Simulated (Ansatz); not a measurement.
A nudged elastic band was laid between two geometries of C2H4BrFO (9 atoms, charge 0, multiplicity 1).

Computed with RKS PBE-D4/def2-mTZVP (Ansatz 0.2.0).

```json
{
  "movable images": "9",
  "climbing image": "yes",
  "spring": "5.0 eV/Å²",
  "optimiser": "quadratic models (default)",
  "start path": "IDPP",
  "force threshold": "0.05 eV/Å",
  "iteration limit": "60",
  "end points": "relaxed"
}
```

First end point:

```xyz
9
Properties=species:S:1:pos:R:3
C -0.952 0.223 0.405
C 0.332 -0.178 -0.270
O 1.336 -0.335 0.636
F 0.155 -1.342 -1.008
Br 0.853 1.226 -1.664
H -0.817 1.173 0.933
H -1.752 0.327 -0.336
H -1.222 -0.560 1.129
H 2.155 -0.580 0.158
```

Last end point:

```xyz
9
Properties=species:S:1:pos:R:3
C -0.921 0.173 0.493
C 0.353 -0.221 -0.206
O 1.396 0.555 0.198
F 0.633 -1.565 0.007
Br 0.107 -0.074 -2.233
H -0.770 0.062 1.577
H -1.166 1.217 0.267
H -1.743 -0.474 0.170
H 2.200 0.280 -0.290
```

(1) Which bonds break or form, and what moves?

(2) Give the energies along the band, and the barrier.

(3) What is the geometry of the highest image?

(4) What are the harmonic wavenumbers there?

The band took 4 iterations and about 2.7 core-minutes.

## Answers

(1) No bond is made or broken. The dihedral H7–C1–C2–Br5 goes from 59 to -62°. The two ends are copies of one structure, up to a mirror image or an exchange of like atoms.

(2) It converged. The highest image is number 5 of 0 to 10, 13.1 kJ/mol above the ends, which have the same energy within 2 meV. A vibrational analysis at the climbing image gives one clearly imaginary mode, 230i cm⁻¹: a first-order saddle point.

```json
{"image": "0", "path coordinate (Å)": "0.00", "energy (kJ/mol)": "0.0", "dihedral H7–C1–C2–Br5 (°)": "59"}
{"image": "1", "path coordinate (Å)": "0.32", "energy (kJ/mol)": "1.3", "dihedral H7–C1–C2–Br5 (°)": "47"}
{"image": "2", "path coordinate (Å)": "0.64", "energy (kJ/mol)": "4.6", "dihedral H7–C1–C2–Br5 (°)": "35"}
{"image": "3", "path coordinate (Å)": "0.96", "energy (kJ/mol)": "8.6", "dihedral H7–C1–C2–Br5 (°)": "23"}
{"image": "4", "path coordinate (Å)": "1.27", "energy (kJ/mol)": "11.9", "dihedral H7–C1–C2–Br5 (°)": "11"}
{"image": "5", "path coordinate (Å)": "1.59", "energy (kJ/mol)": "13.1", "dihedral H7–C1–C2–Br5 (°)": "-2"}
{"image": "6", "path coordinate (Å)": "1.91", "energy (kJ/mol)": "11.9", "dihedral H7–C1–C2–Br5 (°)": "-14"}
{"image": "7", "path coordinate (Å)": "2.23", "energy (kJ/mol)": "8.6", "dihedral H7–C1–C2–Br5 (°)": "-26"}
{"image": "8", "path coordinate (Å)": "2.54", "energy (kJ/mol)": "4.6", "dihedral H7–C1–C2–Br5 (°)": "-38"}
{"image": "9", "path coordinate (Å)": "2.86", "energy (kJ/mol)": "1.3", "dihedral H7–C1–C2–Br5 (°)": "-50"}
{"image": "10", "path coordinate (Å)": "3.18", "energy (kJ/mol)": "0.0", "dihedral H7–C1–C2–Br5 (°)": "-62"}
```

(3) 
```xyz
9
Properties=species:S:1:pos:R:3
C -0.942 0.187 0.470
C 0.340 -0.209 -0.242
O 1.431 0.279 0.412
F 0.434 -1.591 -0.369
Br 0.351 0.452 -2.186
H -0.687 0.781 1.356
H -1.606 0.772 -0.172
H -1.468 -0.723 0.785
H 2.237 0.005 -0.074
```

(4) 230i, 255, 279, 286, 430, 441, 519, 620, 821, 939, 1037, 1091, 1209, 1357, 1397, 1447, 1464, 3011, 3085, 3108, 3638 cm⁻¹.

Run time: 85 s on 2 threads of Intel(R) Xeon(R) Platinum 8488C (Sapphire Rapids), with other jobs on the host, peak memory 0.2 GiB.
